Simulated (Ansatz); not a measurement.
Consider the hydrogenolysis of a Ga–N bond: `[NH2][Ga]([NH2])[O][SiH3]` + H₂ → `[NH2][GaH][O][SiH3]` + NH₃.

Program: Ansatz. Geometries: PBE0-D4/def2-TZVP. ΔE: electronic, gas phase. CCSD(T)/CBS is the MP2 limit (def2-TZVPP, def2-QZVPP) plus CCSD(T) − MP2 in def2-TZVPP, frozen cores. This one scheme is used for every species. DFT in def2-TZVPP. For Ga outer-core shells are correlated without core-valence functions, which leaves a few kJ/mol of doubt a bond. Scalar relativity is left out up to krypton. One conformer a species, not always the lowest.

CCSD(T)/CBS gives +3.1 kcal/mol.

Problem. Another level gave +2.5 kcal/mol. Which?
A. BLYP/def2-TZVPP
B. CCSD(T)/def2-TZVPP
C. MP2/def2-TZVPP
D. r2SCAN/def2-TZVPP

Solution. B. CCSD(T)/def2-TZVPP 2.5, MP2/def2-TZVPP 4.1, BLYP -0.8, r2SCAN 1.5 kcal/mol.

Largest T1 diagnostic among the species: 0.013.

In def2-TZVPP, CCSD(T) changes the Hartree–Fock value by +3.7 kcal/mol (the triples alone add +0.8 kcal/mol) and MP2 by +5.3 kcal/mol. Leaving LDA and LC-ωPBE aside and taking each functional with its dispersion term where it has one, the values, not all of them listed here, spread over 3.7 kcal/mol, from B97M-V to r2SCAN-D4. LDA lies +1.1 kcal/mol from PBE without D4.

CCSD(T)/CBS has its own doubt, a few kJ/mol and more with outer-core shells, so smaller differences from it don't rank the levels.
